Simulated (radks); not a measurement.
Results of a calculation; reference values are marked as such.
Valence configurations of the europium ion Eu3+ (all share [Xe]). Code: a radial shooting solver on a logarithmic mesh with Libxc functionals. Model: scalar-relativistic Kohn-Sham, LDA (Slater exchange, Perdew-Wang correlation), spin-polarised, spherical densities, finite nucleus; open shells are filled with parallel spins first (spin-orbit coupling, left out, can overturn this in heavy ions); Fermi nuclear charge, rms radius 5.1115 fm. Energies are relative to 4f6; eigenvalues in eV for spin up.

| valence | E (eV) | moment (Bohr magnetons) | e(4f) | e(5d) | e(6p) | e(6s) |
|---|---|---|---|---|---|---|
| 4f6 | 0.000 | 6 | -35.032 | - | - | - |
| 4f5.5 5d0.5 | 5.553 | 6 | -38.467 | -26.205 | - | - |
| 4f5.5 6p0.5 | 9.835 | 6 | -40.549 | - | -19.006 | - |
| 4f5 5d1 | 12.345 | 6 | -42.066 | -27.232 | - | - |
| 4f5 6s1 | 16.014 | 6 | -45.214 | - | - | -25.455 |
| 4f5 6s0.5 6p0.5 | 18.873 | 6 | -45.759 | - | -20.045 | -25.749 |
| 4f5 6p1 | 21.720 | 6 | -46.301 | - | -20.332 | - |
| 4f4.5 5d0.5 6p1 | 30.514 | 6 | -50.126 | -31.194 | -20.668 | - |
| 4f4 6s2 | 41.165 | 4 | -56.401 | - | - | -27.222 |
| 4f3.5 5d0.5 6p2 | 65.078 | 6 | -62.617 | -36.185 | -22.879 | - |

NIST lists [Xe] 4f6 as the ground configuration; this level of theory agrees among the configurations tried. The energies are those of spherical high-spin densities, not of single terms.
